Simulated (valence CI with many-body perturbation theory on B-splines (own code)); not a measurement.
Mo9+: calculated level list

Computed by relativistic CI+MBPT: five valence electrons over a frozen Dirac-Fock core [Ar] 3d10, a basis of 11 s, 11 p, 10 d, 8 f, 5 g, 2 h functions for each j, with the one-electron correlation potential Σ1, the two-electron term Σ2, the three-electron term Σ3, Breit, model QED; selected CI, second order for the rest, scaled by the run's own slope (own B-spline code, finite nucleus).

No measured levels were compared; by estimate levels hold to about 250 cm⁻¹ or 0.2 % of their energy and the worst to 1 %, as in measured heavy ions of charge 2 to 7; those with d or f electrons hold less well. Among the levels kept, up to 2800 cm⁻¹ of a level comes from second order outside the variational space, and about a tenth of that is noise between levels of different J, which matters for small intervals.

Levels 46 to 90 of 177, with energies above the lowest level, 4s²4p³ ⁴S°_3/2. "Leading %" is the weight of the configuration and term that name the level; weights of strongly mixed levels are sums over their largest components and can fall short. In the jj column 3d3/2^4 stands for four electrons in 3d with j = 3/2. Lifetimes count E1, E2, E3, M1 and M2 decay at the calculated energies, and are blank where another channel may lead or the interval is too uncertain; long ones can be off by a factor of two.

```
No.  Configuration  Term     J  E (eV)  Leading %  Lifetime  Second component                     Leading jj
 46        4s4p³4d   ⁶D°   7/2  66.735         93   7.56 ns                    4s 4p1/2 4p3/2^2 4d5/2 (25 %)
 47        4s4p³4d   ⁶D°   9/2  66.941         95   16.7 ns                    4s 4p1/2 4p3/2^2 4d5/2 (50 %)
 48            4p⁵   ²P°   1/2  67.080         66    101 ps  26 % 4s4p³4d ²P°           4p1/2 4p3/2^4 (66 %)
 49        4s4p³4d   ⁴D°   5/2  70.993         70    611 ps  16 % 4s4p³4d ⁴F°  4s 4p1/2^2 4p3/2 4d5/2 (34 %)
 50        4s4p³4d   ⁴D°   3/2  71.104         57    562 ps  30 % 4s4p³4d ⁴F°  4s 4p1/2^2 4p3/2 4d5/2 (30 %)
 51        4s4p³4d   ⁴D°   7/2  71.475         83   1.11 ns                    4s 4p1/2 4p3/2^2 4d5/2 (64 %)
 52        4s4p³4d   ⁴D°   1/2  71.802         93    699 ps                    4s 4p1/2 4p3/2^2 4d5/2 (46 %)
 53        4s4p³4d   ⁴F°   3/2  72.216         59    513 ps  33 % 4s4p³4d ⁴D°  4s 4p1/2 4p3/2^2 4d3/2 (58 %)
 54        4s4p³4d   ⁴F°   5/2  72.539         69    491 ps  19 % 4s4p³4d ⁴D°  4s 4p1/2 4p3/2^2 4d3/2 (65 %)
 55        4s4p³4d   ⁴F°   7/2  72.985         74    529 ps   8 % 4s4p³4d ⁴G°  4s 4p1/2 4p3/2^2 4d3/2 (53 %)
 56        4s4p³4d   ⁴F°   9/2  73.659         77    660 ps  14 % 4s4p³4d ⁴G°  4s 4p1/2 4p3/2^2 4d5/2 (60 %)
 57        4s4p³4d   ⁴G°   5/2  74.191         78    382 ps   7 % 4s4p³4d ⁴F°  4s 4p1/2^2 4p3/2 4d3/2 (36 %)
 58        4s4p³4d   ⁴G°   7/2  74.430         71    369 ps  18 % 4s4p³4d ⁴F°  4s 4p1/2 4p3/2^2 4d3/2 (29 %)
 59        4s4p³4d   ⁴G°   9/2  74.799         67    476 ps  25 % 4s4p³4d ⁴F°  4s 4p1/2 4p3/2^2 4d5/2 (56 %)
 60        4s4p³4d   ²S°   1/2  75.015         74    292 ps  11 % 4s4p³4d ⁴P°  4s 4p1/2 4p3/2^2 4d5/2 (33 %)
 61        4s4p³4d   ⁴G°  11/2  75.337         92    521 ps                    4s 4p1/2 4p3/2^2 4d5/2 (92 %)
 62        4s4p³4d   ⁴D°   1/2  76.817         90   86.6 ps  4 % 4s²4p4d² ⁴D°  4s 4p1/2^2 4p3/2 4d3/2 (39 %)
 63        4s4p³4d   ²G°   7/2  76.888         75    427 ps  6 % 4s²4p4d² ²G°  4s 4p1/2^2 4p3/2 4d5/2 (33 %)
 64        4s4p³4d   ²G°   9/2  76.888         68    500 ps  15 % 4s4p³4d ⁴F°  4s 4p1/2 4p3/2^2 4d3/2 (55 %)
 65        4s4p³4d   ⁴D°   3/2  77.375         72   72.8 ps   7 % 4s4p³4d ⁴P°  4s 4p1/2^2 4p3/2 4d3/2 (38 %)
 66        4s4p³4d   ⁴D°   5/2  77.756         32   59.3 ps  18 % 4s4p³4d ²D°  4s 4p1/2^2 4p3/2 4d3/2 (34 %)
 67        4s4p³4d   ⁴P°   3/2  77.970         64   64.4 ps  10 % 4s4p³4d ⁴S°  4s 4p1/2^2 4p3/2 4d5/2 (39 %)
 68        4s4p³4d   ⁴P°   1/2  78.133         76    140 ps  12 % 4s4p³4d ²S°  4s 4p1/2 4p3/2^2 4d5/2 (39 %)
 69        4s4p³4d   ⁴F°   3/2  78.651         75    150 ps   6 % 4s4p³4d ²D°  4s 4p1/2 4p3/2^2 4d3/2 (71 %)
 70        4s4p³4d   ⁴F°   7/2  78.701         64    108 ps  10 % 4s4p³4d ⁴G°  4s 4p1/2 4p3/2^2 4d5/2 (34 %)
 71        4s4p³4d   ⁴F°   5/2  78.715         58   51.9 ps  14 % 4s4p³4d ⁴P°  4s 4p1/2 4p3/2^2 4d3/2 (29 %)
 72        4s4p³4d   ²D°   5/2  79.059         35   59.2 ps  17 % 4s4p³4d ⁴D°  4s 4p1/2 4p3/2^2 4d5/2 (51 %)
 73       4s²4p²5s    ⁴P   1/2  79.215         74   20.2 ps  14 % 4s²4p²5s ²P         4s^2 4p1/2^2 5s (85 %)
 74        4s4p³4d   ⁴F°   9/2  79.253         55    319 ps  22 % 4s4p³4d ²G°        4s 4p3/2^3 4d5/2 (43 %)
 75        4s4p³4d   ⁴P°   5/2  79.311         55   21.9 ps  27 % 4s4p³4d ⁴D°  4s 4p1/2 4p3/2^2 4d5/2 (53 %)
 76        4s4p³4d   ⁴D°   7/2  79.593         75   44.8 ps   8 % 4s4p³4d ²F°  4s 4p1/2 4p3/2^2 4d5/2 (51 %)
 77        4s4p³4d   ²D°   3/2  79.666         63   62.9 ps  10 % 4s4p³4d ⁴F°  4s 4p1/2 4p3/2^2 4d5/2 (27 %)
 78        4s4p³4d   ⁴P°   3/2  80.399         59   10.5 ps  25 % 4s4p³4d ⁴S°  4s 4p1/2 4p3/2^2 4d3/2 (76 %)
 79        4s4p³4d   ⁴P°   5/2  80.577         71   17.2 ps  10 % 4s4p³4d ²F°  4s 4p1/2 4p3/2^2 4d5/2 (46 %)
 80        4s4p³4d   ²F°   7/2  80.778         54   61.0 ps  17 % 4s4p³4d ⁴D°  4s 4p1/2 4p3/2^2 4d5/2 (47 %)
 81        4s4p³4d   ⁴S°   3/2  81.158         42   10.6 ps  32 % 4s4p³4d ⁴P°  4s 4p1/2 4p3/2^2 4d5/2 (55 %)
 82        4s4p³4d   ²F°   5/2  81.176         40   59.1 ps  17 % 4s4p³4d ²D°  4s 4p1/2 4p3/2^2 4d3/2 (36 %)
 83       4s²4p²5s    ⁴P   3/2  81.187         90   26.2 ps   6 % 4s²4p²5s ²P     4s^2 4p1/2 4p3/2 5s (95 %)
 84        4s4p³4d   ⁴P°   1/2  81.293         45   9.85 ps  28 % 4s4p³4d ²P°  4s 4p1/2 4p3/2^2 4d5/2 (29 %)
 85        4s4p³4d   ⁴D°   7/2  81.751         54   9.89 ps  18 % 4s4p³4d ²G°  4s 4p1/2 4p3/2^2 4d3/2 (45 %)
 86        4s4p³4d   ²D°   3/2  81.830         74   33.6 ps   6 % 4s4p³4d ²P°  4s 4p1/2 4p3/2^2 4d5/2 (29 %)
 87       4s²4p²5s    ²P   1/2  81.944         78   9.42 ps  17 % 4s²4p²5s ⁴P     4s^2 4p1/2 4p3/2 5s (92 %)
 88        4s4p³4d   ⁴D°   5/2  81.974         35   17.8 ps  22 % 4s4p³4d ²D°  4s 4p1/2 4p3/2^2 4d3/2 (26 %)
 89        4s4p³4d   ²G°   7/2  82.025         33   39.8 ps  23 % 4s4p³4d ²F°  4s 4p1/2 4p3/2^2 4d3/2 (42 %)
 90        4s4p³4d   ⁴P°   1/2  82.060         44   10.5 ps  14 % 4s4p³4d ⁴D°  4s 4p1/2 4p3/2^2 4d3/2 (27 %)
```

Names give the largest LS component (configuration and term), which can be under half, so a name can repeat, a term be missing and a line seem to break the LS rules; names also repeat where a configuration has a term twice.

Where two levels of one J and parity lie close, their mixing, g and order are uncertain.
